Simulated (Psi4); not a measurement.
boron atom (B), doublet; Psi4 with MP2/cc-pVDZ.

The Psi4 input:
```
memory 2 GB

molecule {
0 2
  B     0.00000000    0.00000000    0.00000000
}

set basis cc-pvdz
set reference uhf
set freeze_core true
set mp2_type conv
set scf_type pk
set puream true
set d_convergence 1e-8

energy('mp2')
print_variables()
```

Problem. What does Psi4 print? Leave out banner, timings and long lists.

Solution. 
```
   => Loading Basis Set <=

    Name: CC-PVDZ
    Role: ORBITAL
    Keyword: BASIS

         ---------------------------------------------------------
                                   SCF
               by Justin Turney, Rob Parrish, Andy Simmonett
                          and Daniel G. A. Smith
                              UHF Reference
         ---------------------------------------------------------

  ==> Geometry <==

    Molecular point group: d2h
    Geometry (in Angstrom), charge = 0, multiplicity = 2:

       Center              X                  Y                   Z               Mass
    ------------   -----------------  -----------------  -----------------  -----------------
         B            0.000000000000     0.000000000000     0.000000000000    11.009305360000

  Running in d2h symmetry.

  Rotational constants: A = ************  B = ************  C = ************ [cm^-1]
  Rotational constants: A = ************  B = ************  C = ************ [MHz]
  Nuclear repulsion =    0.000000000000000

  Charge       = 0
  Multiplicity = 2
  Electrons    = 5
  Nalpha       = 3
  Nbeta        = 2

  ==> Algorithm <==

  SCF Algorithm Type is PK.
  DIIS enabled.
  MOM disabled.
  Fractional occupation disabled.
  Guess Type is CORE.
  Energy threshold   = 1.00e-08
  Density threshold  = 1.00e-08
  Integral threshold = 1.00e-12

  ==> Primary Basis <==

  Basis Set: CC-PVDZ
    Blend: CC-PVDZ
    Number of shells: 6
    Number of basis functions: 14
    Number of Cartesian functions: 15
    Spherical Harmonics?: true
    Max angular momentum: 2

  ==> Integral Setup <==

  Using in-core PK algorithm.
   Calculation information:
      Number of atoms:                   1
      Number of AO shells:               6
      Number of primitives:             22
      Number of atomic orbitals:        15
      Number of basis functions:        14

      Integral cutoff                 1.00e-12
      Number of threads:                 1

  Performing in-core PK
  Using 11130 doubles for integral storage.
  We computed 231 shell quartets total.
  Whereas there are 231 unique shell quartets.

  ==> DiskJK: Disk-Based J/K Matrices <==

    J tasked:                  Yes
    K tasked:                  Yes
    wK tasked:                  No
    Schwarz Cutoff:          1E-12

  Minimum eigenvalue in the overlap matrix is 1.7532031485E-01.
  Reciprocal condition number of the overlap matrix is 1.0136533595E-01.
    Using symmetric orthogonalization.

[...]
  @UHF Final Energy:   -24.52996162437145
    Total Energy =                        -24.5299616243714524
  DIE_IF_NOT_CONVERGED          => (empty)
[...]
  ZORA_SPHERICAL_POINTS         => (empty)

 ==============================================================================
 ==============================================================================
 ==============================================================================

                             MP2
                    Program Written by Ugur Bozkaya,
              Additional Contributions by J. P. Misiewicz

 ==============================================================================
 ==============================================================================
 ==============================================================================

	MO spaces per irreps...

	IRREP   FC   AOCC  BOCC  AVIR    BVIR  FV
	==========================================
	  Ag     1     1     1     3      3     0
	 B1g     0     0     0     1      1     0
	 B2g     0     0     0     1      1     0
	 B3g     0     0     0     1      1     0
	  Au     0     0     0     0      0     0
	 B1u     0     0     0     2      2     0
	 B2u     0     0     0     2      2     0
	 B3u     0     1     0     1      2     0
	==========================================

	Computing MP2 energy using SCF MOs (Canonical MP2)...
	==============================================================================
	Nuclear Repulsion Energy (a.u.)    :     0.00000000000000
	SCF Energy (a.u.)                  :   -24.52996162437145
	REF Energy (a.u.)                  :   -24.52996162437145
	Alpha-Alpha Contribution (a.u.)    :    -0.00245785177443
	Alpha-Beta Contribution (a.u.)     :    -0.03405320975557
	Beta-Beta Contribution (a.u.)      :    -0.00000000000000
	Scaled_SS Correlation Energy (a.u.):    -0.00081928392481
	Scaled_OS Correlation Energy (a.u.):    -0.04086385170669
	SCS-MP2 Total Energy (a.u.)        :   -24.57164476000295
	SOS-MP2 Total Energy (a.u.)        :   -24.57082547607814
	SCSN-MP2 Total Energy (a.u.)       :   -24.53428744349444
	SCS-MP2-VDW Total Energy (a.u.)    :   -24.57477865874580
	SOS-PI-MP2 Total Energy (a.u.)     :   -24.57763611802926
	MP2 Correlation Energy (a.u.)      :    -0.03651106153000
	MP2 Total Energy (a.u.)            :   -24.56647268590145
	==============================================================================

  Variable Map:
  ----------------------------------------------------------------------------
[...]
  Array Variable Map:
  ----------------------------------------------------------------------------
[...]
[...]
```
